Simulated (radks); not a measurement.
Task: These are the eigenvalues of the occupied orbitals of an atom or ion with whole-number occupations (eV). Method: Dirac Kohn-Sham, PBE, spin-unpolarised, spherical densities, finite nucleus; Fermi nuclear charge, rms radius of each element as measured or else 0.836 A^(1/3) + 0.57 fm; computed with a radial shooting solver on a logarithmic mesh with Libxc functionals.

orbital  eigenvalue
1s1/2     -82954.14
2s1/2     -16536.28
2p1/2     -15964.33
2p3/2     -14124.07
3s1/2     -5577.778
3p1/2     -5325.790
3p3/2     -4904.512
3d3/2     -4495.237
3d5/2     -4403.482
4s1/2     -2664.707
4p1/2     -2555.476
4p3/2     -2416.007

Which element is it, and in what charge state? The configuration may be excited. Open shells, if any, fill j = l - 1/2 first.

Result: Z = 79, gold, charge +46: Au46+ in [Ar] 3d10 4s2 4p3. The list shows which subshells hold electrons but not how many an open one holds; the 1s level, -3048.5 hartree, gives Z - s = 78.1 by -(Z - s)^2/2, which with screening and relativity narrows Z to a few neighbours, and the depths of the outer levels then fix element, charge and occupations together.
